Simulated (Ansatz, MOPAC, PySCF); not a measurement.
Torsion H4–S1–Si2–S3 in H2S2Si (SMILES S[Si]S); at each angle all else is relaxed with GFN2-xTB, and the levels are single points there.
Geometry at 180° (charge 0, multiplicity 1):
```tsv
atom	x (Å)	y (Å)	z (Å)
S	1.6579	-0.4988	0.0537
Si	-0.1127	-1.1893	-1.0280
S	-0.1042	-3.2659	-0.3996
H	1.5830	0.7518	-0.3755
H	0.9710	-3.2404	0.3752
```

On the grid 0° to 330°, 90° is the highest and 180° the lowest point at CCSD(T)/CBS(cc-pV(T+d)Z, cc-pV(Q+d)Z).

Cores are frozen in the correlated methods. CBS(a, b) extrapolates the correlation energy as X⁻³ and adds the Hartree–Fock energy of set b. The state that PM7 reach isn't checked; PM7 holds dispersion and hydrogen-bond terms.

Programs: Ansatz (a program for electronic structure); MOPAC for PM7 (differences of heats of formation); PySCF for the dispersion terms. Each number belongs to the level named beside it.

**Question.** What is the computed energy at 90° less that at 180° (PM7)?

**Answer.** 5.3 kcal/mol
